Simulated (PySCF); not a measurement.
Species: C₅H₇O₂P.
Bonds: C1–O2, O2–C3, C3–O4 (aromatic), O4–C5 (aromatic), C5–P6 (aromatic), P6–C7 (aromatic), C7–C8, C3–C7 (aromatic). Hydrogens: H9, H10, H11 on C1; H12 on C5; H13, H14, H15 on C8.

The same species was optimised twice, with GFN2-xTB and with PBE0-D3(BJ)/def2-SVP (PySCF), and the same property calculations (PySCF, gas phase) were run on both structures.

```json
{"coordinate": "O2–C3 (Å)", "GFN2-xTB": "1.346", "PBE0-D3(BJ)/def2-SVP": "1.329", "change": "-0.017"}
{"coordinate": "P6–C7 (Å)", "GFN2-xTB": "1.775", "PBE0-D3(BJ)/def2-SVP": "1.786", "change": "+0.011"}
{"coordinate": "O4–C5 (Å)", "GFN2-xTB": "1.351", "PBE0-D3(BJ)/def2-SVP": "1.356", "change": "+0.005"}
{"coordinate": "C1–O2 (Å)", "GFN2-xTB": "1.414", "PBE0-D3(BJ)/def2-SVP": "1.411", "change": "-0.003"}
{"coordinate": "C3–O4 (Å)", "GFN2-xTB": "1.337", "PBE0-D3(BJ)/def2-SVP": "1.339", "change": "+0.002"}
{"coordinate": "C3–C7 (Å)", "GFN2-xTB": "1.365", "PBE0-D3(BJ)/def2-SVP": "1.366", "change": "+0.001"}
{"coordinate": "C5–P6 (Å)", "GFN2-xTB": "1.703", "PBE0-D3(BJ)/def2-SVP": "1.702", "change": "-0.001"}
{"coordinate": "C7–C8 (Å)", "GFN2-xTB": "1.494", "PBE0-D3(BJ)/def2-SVP": "1.495", "change": "+0.001"}
{"coordinate": "C1–O2–C3 (°)", "GFN2-xTB": "116.3", "PBE0-D3(BJ)/def2-SVP": "118.5", "change": "+2.2"}
{"coordinate": "O2–C3–O4 (°)", "GFN2-xTB": "118.8", "PBE0-D3(BJ)/def2-SVP": "116.9", "change": "-1.9"}
{"coordinate": "O2–C3–C7 (°)", "GFN2-xTB": "124.9", "PBE0-D3(BJ)/def2-SVP": "126.8", "change": "+1.9"}
{"coordinate": "O4–C5–P6 (°)", "GFN2-xTB": "115.7", "PBE0-D3(BJ)/def2-SVP": "114.8", "change": "-0.9"}
{"coordinate": "C3–O4–C5 (°)", "GFN2-xTB": "110.5", "PBE0-D3(BJ)/def2-SVP": "111.3", "change": "+0.8"}
{"coordinate": "C5–P6–C7 (°)", "GFN2-xTB": "88.0", "PBE0-D3(BJ)/def2-SVP": "88.7", "change": "+0.7"}
{"coordinate": "C3–C7–P6 (°)", "GFN2-xTB": "109.4", "PBE0-D3(BJ)/def2-SVP": "108.8", "change": "-0.6"}
{"coordinate": "P6–C7–C8 (°)", "GFN2-xTB": "126.5", "PBE0-D3(BJ)/def2-SVP": "127.0", "change": "+0.5"}
{"coordinate": "C1–O2–C3–O4 (°)", "GFN2-xTB": "-2", "PBE0-D3(BJ)/def2-SVP": "-8", "change": "-6"}
```

Rotational constants: A = 2967, B = 1504, C = 1011 MHz (GFN2-xTB) against A = 2938, B = 1503, C = 1008 MHz (PBE0-D3(BJ)/def2-SVP).

On the GFN2-xTB structure: lowest singlet, TDDFT (eV) 4.83 [CAM-B3LYP/def2-SVPD]; lowest triplet, Tamm–Dancoff (eV) 3.00 [CAM-B3LYP/def2-SVPD]; isotropic polarisability (au) 89.1 [CAM-B3LYP/def2-SVPD]; HOMO (eV) -7.33 [CAM-B3LYP/def2-SVPD]; LUMO (eV) 0.36 [CAM-B3LYP/def2-SVPD]; dipole (D) 2.15 [CAM-B3LYP/def2-SVPD]; HOMO (eV) -6.08 [PBE0/pcSseg-1]; LUMO (eV) -0.67 [PBE0/pcSseg-1]; dipole (D) 2.37 [PBE0/pcSseg-1]; GIAO shielding of C1 (ppm) 130.2 [PBE0/pcSseg-1]; GIAO shielding of O2 (ppm) 236.4 [PBE0/pcSseg-1]; GIAO shielding of C3 (ppm) 18.1 [PBE0/pcSseg-1]; GIAO shielding of O4 (ppm) 8.3 [PBE0/pcSseg-1]; GIAO shielding of C5 (ppm) 11.9 [PBE0/pcSseg-1]; GIAO shielding of P6 (ppm) 164.2 [PBE0/pcSseg-1]; GIAO shielding of C7 (ppm) 75.0 [PBE0/pcSseg-1]; GIAO shielding of C8 (ppm) 174.6 [PBE0/pcSseg-1].

**Question.** What do these properties become on the PBE0-D3(BJ)/def2-SVP structure?

**Answer.** 
| property | level | on GFN2-xTB | on PBE0-D3(BJ)/def2-SVP | change |
| --- | --- | --- | --- | --- |
| lowest singlet, TDDFT (eV) | CAM-B3LYP/def2-SVPD | 4.83 | 4.83 | 0.00 |
| lowest triplet, Tamm–Dancoff (eV) | CAM-B3LYP/def2-SVPD | 3.00 | 3.00 | 0.00 |
| isotropic polarisability (au) | CAM-B3LYP/def2-SVPD | 89.1 | 90.0 | +0.9 |
| HOMO (eV) | CAM-B3LYP/def2-SVPD | -7.33 | -7.34 | -0.01 |
| LUMO (eV) | CAM-B3LYP/def2-SVPD | 0.36 | 0.35 | -0.01 |
| dipole (D) | CAM-B3LYP/def2-SVPD | 2.15 | 2.23 | +0.08 |
| energy, GFN2-xTB geometry as zero (kcal/mol) | CAM-B3LYP/def2-SVPD | 0.0 | -0.9 | -0.9 |
| HOMO (eV) | PBE0/pcSseg-1 | -6.08 | -6.09 | -0.01 |
| LUMO (eV) | PBE0/pcSseg-1 | -0.67 | -0.68 | -0.01 |
| dipole (D) | PBE0/pcSseg-1 | 2.37 | 2.45 | +0.08 |
| energy, GFN2-xTB geometry as zero (kcal/mol) | PBE0/pcSseg-1 | 0.0 | -0.6 | -0.6 |
| GIAO shielding of C1 (ppm) | PBE0/pcSseg-1 | 130.2 | 129.2 | -1.0 |
| GIAO shielding of O2 (ppm) | PBE0/pcSseg-1 | 236.4 | 239.6 | +3.2 |
| GIAO shielding of C3 (ppm) | PBE0/pcSseg-1 | 18.1 | 19.4 | +1.3 |
| GIAO shielding of O4 (ppm) | PBE0/pcSseg-1 | 8.3 | 4.7 | -3.6 |
| GIAO shielding of C5 (ppm) | PBE0/pcSseg-1 | 11.9 | 10.9 | -1.0 |
| GIAO shielding of P6 (ppm) | PBE0/pcSseg-1 | 164.2 | 157.3 | -6.9 |
| GIAO shielding of C7 (ppm) | PBE0/pcSseg-1 | 75.0 | 77.1 | +2.1 |
| GIAO shielding of C8 (ppm) | PBE0/pcSseg-1 | 174.6 | 173.3 | -1.3 |

The heavy atoms differ by 0.029 Å rms after alignment. Among bonds between heavy atoms O2–C3 changes most (-0.017 Å). Changes are differences of the printed values. Neither structure is proved a minimum here.

Shape of the structure used: `[CH3:1][O:2][c:3]1[o:4][cH:5][p:6][c:7]1[CH3:8]`: C1–O2–C3–O4 -8°.
